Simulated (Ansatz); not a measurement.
Ansatz (a quantum-chemistry and plane-wave program) input (CCSD(T)/cc-pVDZ):

Ansatz 0.2 input:
```yaml
crystal:
  periodic: [false, false, false]
  atoms:
    - {symbol: F, position_ang: [-1.44034730, 1.69537600, 0.04323612]}
    - {symbol: Ga, position_ang: [-0.73270383, 0.10474354, 0.00924704]}
    - {symbol: F, position_ang: [-1.85822761, -1.22382885, -0.00160668]}
    - {symbol: Br, position_ang: [1.49717122, -0.21402783, -0.01889495]}
basis:
  gaussian:
    orbitals: cc-pVDZ
magnetization: {spin_polarized: false}
correlation: {method: ccsd_t, electrons: outside_noble_gas}
```

Output:

```
Functional definition: HF
integrals: 0.08 GiB planned
902 factors; integrals over basis functions are off by at most 3.6e-4 eV
0.85 GiB of device memory are held for the factors and their scratch space
mean field: 0.49 GiB planned
mean field evaluation 1: about -127744.5173 eV, gradient 3.9e1 eV
mean field evaluation 2: about -127744.5803 eV, gradient 3.9e1 eV
mean field evaluation 4: about -127747.4057 eV, gradient 1.5e0 eV
mean field evaluation 8: about -127747.4302 eV, gradient 1.2e-1 eV
mean field evaluation 16: about -127747.3015 eV, gradient 1.5e0 eV
mean field -127747.43025869 eV, -4694.6314716885 hartree, gradient 2.3e-6 eV, S^2 0.000000; 0 other end points of the search recorded, 0 dependent functions left out
30 core orbitals not correlated, not the lowest: weight in the atoms' cores, before any rotation towards them, 0.924 or more for the frozen orbitals, at most 0.070 for the correlated occupied ones
reference -127747.43025869 eV, -4694.6314716885 hartree; 12, 12 occupied and 40, 40 virtual orbitals, 902 factors
second order -15.00059677 eV of doubles, -0.00000000 eV of singles
coupled cluster: 0.30 GiB planned
cycle   1  -14.92314897 eV  change    7.7e-2 eV  update   1.0e-1
cycle   2  -15.22995817 eV  change   -3.1e-1 eV  update   3.2e-2
cycle   3  -15.32066380 eV  change   -9.1e-2 eV  update   1.7e-2
cycle   4  -15.31705321 eV  change    3.6e-3 eV  update   3.8e-3
cycle   5  -15.31250679 eV  change    4.5e-3 eV  update   1.5e-3
cycle   6  -15.31262183 eV  change   -1.2e-4 eV  update   4.2e-4
cycle   7  -15.31262057 eV  change    1.3e-6 eV  update   1.2e-4
cycle   8  -15.31256182 eV  change    5.9e-5 eV  update   3.9e-5
cycle   9  -15.31256962 eV  change   -7.8e-6 eV  update   1.3e-5
perturbative correction -0.27536941 eV, -0.0101196391 hartree
Total energy: -127763.01819771 eV, -4695.2043178818 hartree
```
